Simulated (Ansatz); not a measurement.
Computed with Ansatz on PBE0-D4/def2-TZVP structures; ΔE is electronic, products minus reactants. CCSD(T)/CBS adds triple-zeta CCSD(T) − MP2 to the extrapolated MP2 energy (def2 sets, frozen cores). DFT in def2-TZVPP. HSE06 is defined as in plane-wave codes. def2 core potentials past Kr. For Mg, W outer-core shells are correlated without core-valence functions, which leaves a few kJ/mol of doubt a bond. Each species was taken in one conformer, which may not be the lowest.

Reaction (redistribution): `C[O][W](=[NH])(=[NH])[F]` + `[NH2][Mg][OH]` → `C[O][W](=[NH])(=[NH])[OH]` + `[NH2][Mg][F]`

`C[O][W](=[NH])(=[NH])[F]`:

Z-matrix (Å, degrees):
```
C
W 1 3.049
O 1 1.405 2 24.9
H 1 1.094 2 87.2 3 164.7
H 1 1.093 2 125.5 3 52.9
H 1 1.094 2 113.8 3 -85.4
N 2 1.749 1 88.8 3 -178.0
N 2 1.745 1 116.3 3 69.1
F 2 1.879 1 120.7 3 -66.8
H 7 1.008 2 153.0 1 -120.0
H 8 1.006 2 160.6 1 94.9
```

`[NH2][Mg][OH]`:

Cartesian coordinates in Å:
```
N 1.031 0.403 -0.979
Mg -0.306 -0.084 0.251
O -1.608 -0.492 1.379
H 1.182 -0.002 -1.891
H 1.723 1.127 -0.857
H -2.022 -0.952 2.097
```

`C[O][W](=[NH])(=[NH])[OH]`:

Z-matrix (Å, degrees):
```
C
W 1 3.044
O 1 1.403 2 25.6
H 1 1.094 2 86.0 3 171.2
H 1 1.094 2 123.8 3 60.8
H 1 1.094 2 116.8 3 -79.4
N 2 1.752 1 89.1 3 176.8
N 2 1.752 1 118.7 3 61.6
O 2 1.907 1 118.0 3 -73.5
H 7 1.007 2 155.5 1 -123.4
H 8 1.006 2 158.5 1 96.0
H 9 0.959 2 119.7 1 123.9
```

`[NH2][Mg][F]`:

Cartesian coordinates in Å:
```
N 0.488 -0.495 0.510
Mg -0.573 0.583 -0.600
F -1.566 1.591 -1.638
H 0.217 -0.886 1.400
H 1.434 -0.792 0.328
```

(1) Is it downhill or uphill in electronic energy at CCSD(T)/CBS, and by how much? (Estimate.)

(2) What do these levels give: HSE06-D4, PBE-QIDH, revPBE, RPA@PBE/def2-TZVPP, MP2/def2-SVP, CCSD(T)/def2-TZVPP? (An estimate is asked.)

Largest T1 diagnostic among the species: 0.020.

Answers

(1) Ansatz gave: Downhill: ΔE = -7.6 kcal/mol.

(2) Ansatz gave: HSE06-D4 -7.5, PBE-QIDH -7.7, revPBE -6.9, RPA@PBE/def2-TZVPP -7.4, MP2/def2-SVP -8.6, CCSD(T)/def2-TZVPP -7.8 kcal/mol.

Leaving LDA and LC-ωPBE aside and taking each functional with its dispersion term where it has one, the values, not all of them listed here, spread over 1.2 kcal/mol, from revPBE-D4 to r2SCAN-D4. In def2-TZVPP, CCSD(T) changes the Hartree–Fock value by −1.2 kcal/mol (the triples alone add −0.2 kcal/mol) and MP2 by −1.4 kcal/mol.
